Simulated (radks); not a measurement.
Results of a calculation; reference values are marked as such.
Species: Ti1.25+. Configuration: [Ar] 3d2 4s0.75 (fractional occupations, a model configuration).

Code: a radial shooting solver on a logarithmic mesh with Libxc functionals. Model: Dirac Kohn-Sham, LDA (Slater exchange, Perdew-Wang correlation), spin-unpolarised, spherical densities, finite nucleus; open shells fill j = l - 1/2 first; Fermi nuclear charge, rms radius 3.5921 fm.

Energy parts (eV):
total: -23166.474
kinetic: 23379.612
electron-nucleus: -54971.813
Hartree: 9509.932
exchange-correlation: -1084.205

Orbitals (lengths in bohr, moments of r in powers of bohr; <r^-3> diverges for s and p1/2):
1s1/2: occ. 2; eigenvalue (eV) -4864.757; <r> 0.06973; small-component weight 6.18e-03
2s1/2: occ. 2; eigenvalue (eV) -544.6874; <r> 0.3257; small-component weight 1.07e-03
2p1/2: occ. 2; eigenvalue (eV) -457.0560; <r> 0.2885; small-component weight 1.06e-03
2p3/2: occ. 4; eigenvalue (eV) -451.2982; <r^-3> 259.6; <r> 0.2912; small-component weight 1.05e-03
3s1/2: occ. 2; eigenvalue (eV) -71.6586; <r> 1.009; small-component weight 2.23e-04
3p1/2: occ. 2; eigenvalue (eV) -48.6273; <r> 1.081; small-component weight 1.92e-04
3p3/2: occ. 4; eigenvalue (eV) -47.9621; <r^-3> 30.17; <r> 1.090; small-component weight 1.89e-04
3d3/2: occ. 2; eigenvalue (eV) -13.6431; <r^-3> 2.083; <r> 1.494; small-component weight 1.05e-04
3d5/2: occ. 0; eigenvalue (eV) -13.5933; <r^-3> 2.058; <r> 1.498; small-component weight 1.04e-04
4s1/2: occ. 0.75; eigenvalue (eV) -12.1869; <r> 3.092; small-component weight 3.14e-05

The highest occupied level is 4s1/2 at -12.187 eV. The configuration is held as typed, so some empty levels lie below it. The electron density at the nucleus is 8440 e/bohr^3. Summed over all electrons, <r^2> = 25.55 bohr^2, which gives a Langevin (diamagnetic) susceptibility term of -20.2 x 10^-6 cm^3/mol.
